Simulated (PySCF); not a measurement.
Isomers of C8H8N2, mass 132.069 u with the commonest isotopes. Method used: PBE0-D3(BJ)/def2-SVP geometry optimisation, gas phase in PySCF 2.14.0. One conformer each, none proved a minimum here; rigid rotors.

Problem. Order these by rotational constant A, largest first.
A. `[CH2:1]=[CH:2][CH2:3][c:4]1[cH:5][cH:6][c:7]([C:8]#[N:9])[nH:10]1` with C1–C2–C3–C4 114°, C2–C3–C4–C5 138°
B. `[CH:1]#[C:2][c:3]1[cH:4][cH:5][n:6][n:7]1[CH:8]1[CH2:9][CH2:10]1` with N6–N7–C8–C9 29°
C. `Cc1ccc2nccn2c1`

Solution. C (3546 MHz), A (2523 MHz), B (1937 MHz).

Problem. Order these by radius of gyration √(Σ m r²/M), smallest first.
A. `[CH2:1]=[CH:2][CH2:3][c:4]1[cH:5][cH:6][c:7]([C:8]#[N:9])[nH:10]1` with C1–C2–C3–C4 114°, C2–C3–C4–C5 138°
B. `Cc1ccc2nccn2c1`
C. `[CH:1]#[C:2][c:3]1[cH:4][cH:5][n:6][n:7]1[CH:8]1[CH2:9][CH2:10]1` with N6–N7–C8–C9 29°

Solution. B (2.141 Å), C (2.188 Å), A (2.480 Å).

Problem. Order these by out-of-plane moment Σ m c² = (Ia + Ib − Ic)/2, largest first.
A. `[CH2:1]=[CH:2][CH2:3][c:4]1[cH:5][cH:6][c:7]([C:8]#[N:9])[nH:10]1` with C1–C2–C3–C4 114°, C2–C3–C4–C5 138°
B. `[CH:1]#[C:2][c:3]1[cH:4][cH:5][n:6][n:7]1[CH:8]1[CH2:9][CH2:10]1` with N6–N7–C8–C9 29°
C. `c12ccc(C)cn2ccn1`

Solution. B (19.97 u·Å²), A (10.79 u·Å²), C (1.58 u·Å²).

```json
{"SMILES": "C=CCc1ccc(C#N)[nH]1", "point group": "C1", "Ia (u·Å²)": "200.32", "Ib (u·Å²)": "622.55", "Ic (u·Å²)": "801.28", "κ": "-0.81", "μa (D)": "4.68", "μb (D)": "1.43", "μc (D)": "0.21"}
{"SMILES": "C#Cc1ccnn1C1CC1", "point group": "C1", "Ia (u·Å²)": "260.96", "Ib (u·Å²)": "391.23", "Ic (u·Å²)": "612.26", "κ": "-0.16", "μa (D)": "0.25", "μb (D)": "1.63", "μc (D)": "0.02"}
{"SMILES": "Cc1ccc2nccn2c1", "point group": "Cs", "Ia (u·Å²)": "142.53", "Ib (u·Å²)": "464.58", "Ic (u·Å²)": "603.94", "κ": "-0.81", "μa (D)": "2.94", "μb (D)": "2.21", "μc (D)": "0.00"}
```
